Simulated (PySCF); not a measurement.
# Dipole moment and polarisability of `[H]/N=C\[SiH2]NC=O`

Compound: C2H6N2OSi.
Geometry (GFN2-xTB, Å), atoms numbered from 1 in this order:
```
atom  x, y, z in Å
N1    -1.6647   -1.4998   -0.5469
C2    -1.6836   -0.5326    0.2549
Si3   -0.2169    0.4278    1.0250
N4     0.8811    0.9927   -0.2422
C5     1.5486    0.0563   -0.9302
O6     1.3769   -1.1237   -0.7381
H7    -0.7329   -1.8135   -0.8202
H8    -2.6853   -0.2137    0.5506
H9    -0.6989    1.6916    1.5846
H10    0.5506   -0.3876    1.9583
H11    1.0639    1.9626   -0.4417
H12    2.2625    0.4391   -1.6801
```

Level: CAM-B3LYP/def2-SVPD (PySCF), static field, nuclei fixed, core orbitals frozen in the response. The polarisability tensor in these axes (au):

```
x   67.17  2.60 -5.39
y    2.60 70.08  8.93
z   -5.39  8.93 62.78
```

Problem. Give the principal values, the mean and the anisotropy Δα = √{½[(α1 − α2)² + (α2 − α3)² + (α1 − α3)²]}.

Solution. Principal values 54.09, 69.76 and 76.17 au; mean 66.67 au = 9.88 Å³ = 10.99 × 10⁻⁴⁰ C²·m²/J; Δα = 19.68 au (30 % of the mean).

Problem. What is the dipole moment, and where does it point?

Solution. (1.48, 4.43, 0.77) D, 4.73 D in size, pointing from the negative to the positive side. Measured along this direction, the outermost atoms are H7 and N1 at the negative end and H11 at the positive end.

Problem. What are the principal values of the traceless quadrupole moment, Θ = ½Σq(3rr − r²1), about the centre of nuclear charge?

Solution. -7.66, -2.23, 9.89 D·Å. The values depend on the origin, since the dipole doesn't vanish. The electronic extent ⟨r²⟩ about the same centre is 709 bohr², a root-mean-square distance of 1.92 Å for the 54 electrons.

Problem. Molar refractivity from α?

Solution. Lorentz–Lorenz: R = (4π/3)N_A α = 2.5225 cm³/(mol·Å³) × 9.88 Å³ = 24.9 cm³/mol, in the limit of long wavelengths.

Problem. Sum over states: ᾱ = Σ f/ω², ω in Eh. What share falls to these 8 lowest TDDFT singlets (eV, f)? 3.99, 0.0005; 5.65, 0.0014; 6.27, 0.0319; 6.59, 0.0037; 6.97, 0.0022; 7.01, 0.0098; 7.20, 0.0108; 7.37, 0.0070.

Solution. They add up to 1.15 au, 1.7 % of the 66.67 au; the largest single term is 0.60 au, from the state at 6.27 eV. Terms in order: 0.02, 0.03, 0.60, 0.06, 0.03, 0.15, 0.15, 0.10 au. Higher excitations give the rest. The strengths listed sum to 0.067.

Problem. Find the Langevin capture rate constant for H3O+ (19.018 u) meeting this molecule (102.025 u), k = 2.342 × 10⁻⁹ cm³/s × √(α in Å³ / reduced mass in u).

Solution. The reduced mass is 16.03 u, so k = 1.84 × 10⁻⁹ cm³/s. The formula leaves out the permanent dipole, which adds to the capture rate.

Problem. In a dilute gas of rigid molecules at 250 K, how does the orientational term μ²/3kT compare with the electronic polarisability?

Solution. In Gaussian units μ²/3kT = 216.15 Å³ against 9.88 Å³, a ratio of 21.88; the Debye molar polarisation (4π/3)N_A(α + μ²/3kT) is 570.2 cm³/mol, leaving out the vibrational part.

One conformer (not necessarily the lowest) at the GFN2-xTB geometry, without solvent, vibrations or thermal averaging.
